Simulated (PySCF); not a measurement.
Isomers of C5H5NO. The calculation used TDDFT PBE0/def2-SVPD, vertical, gas phase, core orbitals frozen in the response in PySCF. Geometries: GFN2-xTB; one conformer of each isolated species. Triplets are in the Tamm–Dancoff approximation.

A. `C=CC1=CON=C1`
B. `[nH]1cccc1C=O`
C. `N#C[C@@H]1CCC1=O`

Lowest singlet levels (six at most, fewer where fewer were computed) with oscillator strengths:

1. 4.03 eV (f 0.000); 4.98 eV (f 0.337); 5.47 eV (f 0.087); 6.44 eV (f 0.004); 7.12 eV (f 0.008); 7.24 eV (f 0.030); T1 3.22 eV
2. 5.64 eV (f 0.042); 5.82 eV (f 0.452); 6.33 eV (f 0.004); 6.72 eV (f 0.062); 6.73 eV (f 0.003); 6.76 eV (f 0.001); T1 3.47 eV
3. 4.24 eV (f 0.001); 6.67 eV (f 0.001); 6.82 eV (f 0.019); 7.04 eV (f 0.011); 7.16 eV (f 0.011); 7.66 eV (f 0.034); T1 3.67 eV

Problem. Match each spectrum to its molecule.

Solution. 1 = B, 2 = A, 3 = C.
- A: S1 at 5.64 eV, HOMO→LUMO+1 (93%); Löwdin shares by element: HOMO carbon 75% or more (atoms not listed hold the other 25%); LUMO carbon 74% or more (atoms not listed hold the other 26%); HOMO -7.07 and LUMO -0.96 eV; point group Cs.
- B: S1 at 4.03 eV, HOMO-1→LUMO (98%); Löwdin shares by element: HOMO carbon 63% or more, oxygen 12% (atoms not listed hold the other 26%); LUMO carbon 50% or more, oxygen 23% (atoms not listed hold the other 28%); HOMO -6.91 and LUMO -1.50 eV; point group Cs, 1 of its 6 listed states under f = 0.0005.
- C: S1 at 4.24 eV, HOMO→LUMO (97%); Löwdin shares by element: HOMO oxygen 48%, carbon 37% or more (atoms not listed hold the other 15%); LUMO carbon 52% or more, oxygen 29% (atoms not listed hold the other 19%); HOMO -8.01 and LUMO -1.62 eV.
